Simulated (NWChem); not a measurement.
System: NH3TeO; SMILES N[Te]O

```xyz
6

Te     0.3387     0.0005    -0.0045
O     -0.9029    -1.5762    -0.0682
H     -1.1151    -1.8046     0.8458
N     -0.9042     1.5759    -0.0055
H     -1.4838     1.6770     0.8233
H     -1.4594     1.6806    -0.8509
```
Atoms are numbered in this order, from 1.

All runs: NWChem. The geometry was optimised at PBE0/def2-SVP. Not confirmed as a minimum by frequencies. def2 effective core potentials on Te; no spin-orbit coupling. Ions are spin-unrestricted doublets at the neutral geometry; other ion states weren't tried.

Task: What does the run give for PBE/def2-SVP? Quantities: vertical ionisation energy, ΔSCF (eV); −ε(HOMO) (eV).

Result: 
| Item | Result |
|---|---|
| vertical ionisation energy, ΔSCF (eV) | 8.18 |
| −ε(HOMO) (eV) | 4.79 |
